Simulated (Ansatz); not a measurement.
Gas-phase electronic energies from Ansatz, PBE0-D4/def2-TZVP geometries. CBS: MP2 limit from def2 TZ/QZ plus the TZ coupled-cluster correction, frozen cores. This one scheme is used for every species. DFT in def2-TZVPP. B3LYP here is the variant with VWN-RPA as its local correlation; programs differ in this. Elements past krypton have def2 core potentials. For W outer-core shells are correlated without core-valence functions, which leaves a few kJ/mol of doubt a bond. Each species was taken in one conformer, which may not be the lowest.

Consider the ligand exchange at a W–F bond: `[O]=[W]([F])([F])=[S]` + CH₃OH → `C[O][W](=[O])([F])=[S]` + H–F.

Task: Is it downhill or uphill in electronic energy at CCSD(T)/CBS, and by how much? (Best estimate.)

Result: Computed: Downhill: ΔE = -0.10 eV.

Task: What do these levels give: PBE-D4, revPBE-D4, PBE0-D4, B3LYP-D4, BHLYP-D4, revPBE, r2SCAN, PBE0, HF/def2-TZVPP, MP2/def2-TZVPP, MP2/CBS(def2), CCSD/CBS(def2)? (Best estimate.)

Result: Computed: PBE-D4 0.02, revPBE-D4 0.01, PBE0-D4 -0.03, B3LYP-D4 -0.03, BHLYP-D4 -0.06, revPBE 0.12, r2SCAN 0.05, PBE0 0.03, HF/def2-TZVPP 0.03, MP2/def2-TZVPP -0.16, MP2/CBS(def2) -0.17, CCSD/CBS(def2) -0.08 eV.

Task: What do rigid-rotor, harmonic-oscillator terms from PBE0-D4/def2-TZVP frequencies (298.15 K, 1 bar) make of the CCSD(T)/CBS value? (Best estimate.)

Result: The calculation gave: ΔZPE = -0.06 eV, ΔH = -0.13 eV, ΔS = -10 J/(mol·K), ΔG = -0.10 eV. Modes under 50 cm⁻¹ make the entropy rough.

Largest T1 diagnostic among the species: 0.023, so the coupled-cluster value is less sure than usual.

Leaving LDA and LC-ωPBE aside and taking each functional with its dispersion term where it has one, the values, not all of them listed here, spread over 0.15 eV, from PBE-QIDH to B97M-V. LDA lies −0.12 eV from PBE without D4. From r2SCAN to r2SCAN0 (25 % exact exchange), in def2-TZVPP and without D4, ΔE moves by −0.04 eV. The D4 term adds −0.09 eV with B3LYP and −0.05 eV with PBE0; it sums over pairs of atoms, weighted by their polarisabilities, and B3LYP, whose exchange is more repulsive, gets the larger term.
